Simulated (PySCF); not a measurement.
A run for PySCF: R-HF/STO-3G on Si2H6 (SMILES [SiH3][SiH3]).

```python
from pyscf import gto, scf, dft, mp
from pyscf.data.elements import chemcore

mol = gto.M(
    atom='''
    Si    0.42964018   -1.20150880    3.66149632
    Si   -0.22154793    0.95447613    4.31781955
    H     1.67943635   -1.14122955    2.87008223
    H    -0.63813334   -1.83724843    2.85678018
    H     0.66682990   -2.01466324    4.87934223
    H    -1.47191148    0.91233028    5.11282893
    H    -0.47800172    1.81949685    3.13303200
    H     0.83961366    1.60802353    5.12039142
    ''',
    basis='sto-3g',
    charge=0, spin=0, verbose=3, max_memory=1800)
mf = scf.RHF(mol)
mf.conv_tol = 1e-8
mf.max_cycle = 100
mf.kernel()
if not mf.converged:
    mf = mf.newton().run(mf.mo_coeff, mf.mo_occ)
```

The log:

```
converged SCF energy = -574.694161608597
```

The run converged.

Cost: around 0.11 core-seconds (rough).
